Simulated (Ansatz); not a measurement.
C$_{8}$H$_{18}$O, SMILES `CCC(C)OC(C)(C)C` at its PBE0-D4/def2-TZVP geometry, where that method's forces vanish. Total charge 0; spin multiplicity 1.

| atom | x (Å) | y (Å) | z (Å) |
| --- | --- | --- | --- |
| C1 | -0.589 | 2.554 | 0.858 |
| C2 | -1.651 | 1.542 | 0.473 |
| C3 | -1.116 | 0.334 | -0.283 |
| C4 | -2.252 | -0.582 | -0.705 |
| O5 | -0.217 | -0.352 | 0.570 |
| C6 | 1.021 | -0.831 | 0.045 |
| C7 | 1.935 | 0.327 | -0.342 |
| C8 | 0.815 | -1.760 | -1.147 |
| C9 | 1.629 | -1.603 | 1.202 |
| H10 | -0.074 | 2.946 | -0.023 |
| H11 | 0.159 | 2.100 | 1.510 |
| H12 | -1.029 | 3.401 | 1.389 |
| H13 | -2.159 | 1.174 | 1.372 |
| H14 | -2.418 | 2.019 | -0.146 |
| H15 | -0.588 | 0.692 | -1.177 |
| H16 | -2.970 | -0.044 | -1.330 |
| H17 | -2.776 | -0.951 | 0.180 |
| H18 | -1.889 | -1.442 | -1.267 |
| H19 | 1.517 | 0.923 | -1.156 |
| H20 | 2.903 | -0.053 | -0.677 |
| H21 | 2.101 | 0.983 | 0.514 |
| H22 | 0.375 | -1.235 | -1.998 |
| H23 | 0.165 | -2.594 | -0.876 |
| H24 | 1.775 | -2.166 | -1.472 |
| H25 | 2.605 | -2.009 | 0.928 |
| H26 | 0.975 | -2.428 | 1.490 |
| H27 | 1.754 | -0.947 | 2.066 |

Q: For each bond, give half the difference of the two atoms' forces along it (eV/Å; positive pushes the atoms apart) under PBE-D4, r2SCAN-D4, B3LYP-D4, ωB97M-V in def2-TZVPP. (An estimate is asked.)

A: Ansatz gave: 
```json
{"bond": "C1–H12", "length (Å)": "1.092", "PBE-D4": "0.09", "r2SCAN-D4": "-0.04", "B3LYP-D4": "-0.07", "ωB97M-V": "-0.07"}
{"bond": "C2–C3", "length (Å)": "1.521", "PBE-D4": "0.00", "r2SCAN-D4": "0.03", "B3LYP-D4": "0.05", "ωB97M-V": "0.05"}
{"bond": "C2–H13", "length (Å)": "1.096", "PBE-D4": "0.12", "r2SCAN-D4": "-0.04", "B3LYP-D4": "-0.10", "ωB97M-V": "-0.10"}
{"bond": "C2–H14", "length (Å)": "1.095", "PBE-D4": "0.10", "r2SCAN-D4": "-0.04", "B3LYP-D4": "-0.10", "ωB97M-V": "-0.10"}
{"bond": "C3–C4", "length (Å)": "1.519", "PBE-D4": "-0.03", "r2SCAN-D4": "0.05", "B3LYP-D4": "0.11", "ωB97M-V": "0.11"}
{"bond": "C3–O5", "length (Å)": "1.417", "PBE-D4": "0.28", "r2SCAN-D4": "0.23", "B3LYP-D4": "0.19", "ωB97M-V": "0.15"}
{"bond": "C4–H17", "length (Å)": "1.093", "PBE-D4": "0.11", "r2SCAN-D4": "-0.03", "B3LYP-D4": "-0.06", "ωB97M-V": "-0.06"}
{"bond": "C4–H18", "length (Å)": "1.090", "PBE-D4": "0.09", "r2SCAN-D4": "-0.05", "B3LYP-D4": "-0.09", "ωB97M-V": "-0.07"}
{"bond": "C6–C7", "length (Å)": "1.525", "PBE-D4": "-0.01", "r2SCAN-D4": "0.04", "B3LYP-D4": "0.11", "ωB97M-V": "0.06"}
{"bond": "C7–H20", "length (Å)": "1.092", "PBE-D4": "0.09", "r2SCAN-D4": "-0.03", "B3LYP-D4": "-0.07", "ωB97M-V": "-0.05"}
{"bond": "C8–H22", "length (Å)": "1.092", "PBE-D4": "0.10", "r2SCAN-D4": "-0.04", "B3LYP-D4": "-0.09", "ωB97M-V": "-0.06"}
{"bond": "C8–H23", "length (Å)": "1.092", "PBE-D4": "0.10", "r2SCAN-D4": "-0.03", "B3LYP-D4": "-0.08", "ωB97M-V": "-0.06"}
{"bond": "C9–H26", "length (Å)": "1.092", "PBE-D4": "0.10", "r2SCAN-D4": "-0.03", "B3LYP-D4": "-0.07", "ωB97M-V": "-0.06"}
{"bond": "C9–H27", "length (Å)": "1.092", "PBE-D4": "0.10", "r2SCAN-D4": "-0.03", "B3LYP-D4": "-0.07", "ωB97M-V": "-0.06"}
```

B3LYP here is the variant with VWN-RPA as its local correlation; programs differ in this.
